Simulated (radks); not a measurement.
Species: K XVI. Configuration: [He] 2s2. Calculated with a radial shooting solver on a logarithmic mesh with Libxc functionals: Dirac Kohn-Sham, BLYP, spin-unpolarised, spherical densities, point nucleus; speed of light set to 1370.36 atomic units (10 times the physical value, a model run).

Normalised radial functions P(r) = r R(r) (large component), r in bohr:

| r | 1s1/2 |
|---|---|
| 0.002911 | 0.4478 |
| 0.003528 | 0.5362 |
| 0.004274 | 0.6406 |
| 0.005179 | 0.7629 |
| 0.006326 | 0.9117 |
| 0.007665 | 1.0769 |
| 0.009287 | 1.2652 |
| 0.01125 | 1.4768 |
| 0.01363 | 1.7103 |
| 0.01652 | 1.9619 |
| 0.02002 | 2.2248 |
| 0.02426 | 2.4880 |
| 0.02963 | 2.7457 |
| 0.0359 | 2.9560 |
| 0.04349 | 3.1047 |
| 0.0527 | 3.1651 |
| 0.06386 | 3.1128 |
| 0.07737 | 2.9315 |
| 0.09375 | 2.6200 |
| 0.1136 | 2.1984 |
| 0.1387 | 1.6883 |
| 0.1681 | 1.1924 |
| 0.2037 | 0.7533 |
| 0.2468 | 0.4162 |
| 0.2991 | 0.1953 |
| 0.3624 | 0.0752 |
| 0.4391 | 0.0228 |
| 0.532 | 0.0052 |
| 0.6498 | 0.0008 |
| 0.7873 | 0.0001 |
| 0.954 | 0.0000 |
| 1.156 | 0.0000 |

1s1/2: eigenvalue -4282.5 eV, 0 radial nodes, <r> = 0.0809 bohr, 90 % of the charge inside 0.144 bohr.
